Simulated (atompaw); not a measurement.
**rhenium: one change to a PAW (atompaw) potential, before and after**

```
Element                 : rhenium (Re)
Generator               : atompaw 4.2.0.5
Type                    : PAW
Functional              : LDA (PW92)
Relativity              : scalar-relativistic
Frozen core             : [Xe] 4f14
Valence charge          : 7
Reference configuration : 5d5 6s1.75 6p0.25
Partial waves           : 6s (bound): rc 3.00 bohr; 6s channel at 0.25 Ry: rc 3.00 bohr; 6p (bound): rc 3.00 bohr; 6p channel at 1.8 Ry: rc 3.00 bohr; 5d (bound): rc 2.00 bohr; 5d channel at -0.1 Ry: rc 3.00 bohr
Local potential         : bessel scheme, radius 2.65 bohr
Core correction         : smooth core density matched at 2.85 bohr
Augmentation charge     : sinc compensation charge, radius 2.65 bohr; PAW radius 3.00 bohr; waves and projectors: custom polynom vanderbiltortho
```

Change: core [Kr] 4d10, valence charge 29; reference 4f14 5s2 5p6 5d5 6s1.5 6p0.5; waves now 5s (bound): rc 1.25 bohr; 6s (bound): rc 1.95 bohr; 5p (bound): rc 1.95 bohr; 6p (bound): rc 1.90 bohr; 5d (bound): rc 1.95 bohr; 5d channel at 0.1 Ry: rc 1.95 bohr; 4f (bound): rc 1.20 bohr; 4f channel at -1 Ry: rc 1.20 bohr; local potential bessel scheme, radius 1.30 bohr; core correction smooth core density matched at 1.25 bohr; augmentation sinc compensation charge, radius 1.70 bohr; PAW radius 1.95 bohr; waves and projectors: custom polynom vanderbiltortho.

Cutoffs: the cutoffs (Ry, on a coarse ladder) from which the occupation-weighted sum of valence levels, in a spherical-Bessel basis at the reference potential, stays within 10 and 1 mRy of its value at 400 Ry; they do not see the model core or the augmentation charge, which bear on the density cutoff.

Task: What does the change do?

Result: The potential gets harder (21 Ry and 40 Ry → 160 Ry and 300 Ry); neither file shows a bound ghost. The added semicore shells are compact, so their waves need more plane waves. Several settings change at once here, so the effects cannot be laid on one of them.

```json
{"quantity": "cutoff, loose", "base": "21 Ry", "changed": "160 Ry"}
{"quantity": "cutoff, tight", "base": "40 Ry", "changed": "300 Ry"}
{"quantity": "bound ghosts", "base": "none", "changed": "none"}
{"quantity": "lowest overlap eigenvalue by channel", "base": "s 0.20, p 0.32, d 0.14", "changed": "s 0.56, p 0.95, d 0.94, f 0.99"}
```

 The cutoffs see the waves, projectors and local potential, not the compensation charge or the core.
